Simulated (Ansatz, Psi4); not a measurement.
Ansatz (a quantum-chemistry and plane-wave program) was given this input:
Ansatz 0.2 input:
```yaml
crystal:
  periodic: [false, false, false]
  atoms:
    - {symbol: Fe, position_ang: [-0.09061902, -0.36016981, -0.20402693]}
    - {symbol: Cl, position_ang: [1.97242024, -0.04348847, -0.35061360]}
    - {symbol: Cl, position_ang: [-0.67696321, -0.59021958, 1.79126336]}
    - {symbol: Cl, position_ang: [-1.15686324, 1.18455599, -1.12860857]}
basis:
  gaussian:
    orbitals: STO-3G
hamiltonian:
  xc: pbe
magnetization: {spin_polarized: true, initial_magnetization: 5}
accuracy: high
```

Convert this to an input for Psi4.

Several could match; the one computed here: 
```
memory 2 GB

molecule {
0 6
Fe   -0.09061902   -0.36016981   -0.20402693
Cl    1.97242024   -0.04348847   -0.35061360
Cl   -0.67696321   -0.59021958    1.79126336
Cl   -1.15686324    1.18455599   -1.12860857
}

set {
  basis sto-3g
  reference uks
  scf_type pk
  puream true
  d_convergence 1e-8
  dft_radial_points 99
  dft_spherical_points 590
}

energy('pbe')
print_variables()
```

Both were run: Ansatz gave -2614.915735 Eh and Psi4 -2614.915741 Eh, 0.006 mEh apart.
